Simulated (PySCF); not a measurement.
# Unknown compound

The spectra below were simulated for a compound CH7Cl3Si4.

1H NMR (400 MHz, computed): δ 6.21 (m, 1H), 6.15 (m, 1H), 6.15 (m, 1H), 4.90 (m, 1H), 0.54 (d, 3H).

13C{1H} NMR (computed): δ -8.1 (CH3).

Calculated, not measured (PySCF 2.14): geometry from GFN2-xTB, σ from GIAO-PBE0/pcSseg-1. Non-relativistic Hamiltonian, single conformer, rapidly exchanging positions averaged, gas phase.

Chemical shifts δ = σref − σ; TMS for 1H, 13C, all at this level.

Task: Propose a structure and justify it.

Result: 
1. Rings plus π bonds: 1 (1 ring in the answer).
2. Carbon types of the structure: 1 × CH3, leaving 4 H on heteroatoms.
3. δC -8.1: methyl carbon bonded to Si; an electropositive neighbour leaves it electron-rich and shielded.
4. δH 6.21, 6.15, 6.15: hydrogen on a silicon bonded to Cl, 2 Si, in a 4-membered ring.
5. δH 4.90: hydrogen on a silicon bonded to C, 2 Si, in a 4-membered ring.
6. δH 0.54: hydrogen on a methyl carbon bonded to Si; an electropositive neighbour shields it, as in TMS itself.

Structure: SMILES C[Si@H]1[Si@@H](Cl)[Si@@H](Cl)[Si@@H]1Cl.

This is the structure that produced the data.

Shifts are as computed. Against solution values, carbons near 30 ppm lie about +3 ppm off and those near 130 ppm about +5 ppm. Of 1309 compounds with measured shifts, 239 miss one by over three times the rms of a fit or turn the order of signals round; such compounds aren't used in these exercises. No couplings were computed; multiplicities are counted from neighbouring protons, with m where these are inequivalent, close in shift, in a saturated or five-membered ring or joined by F or P, and br s for small geminal =CH2 splittings.
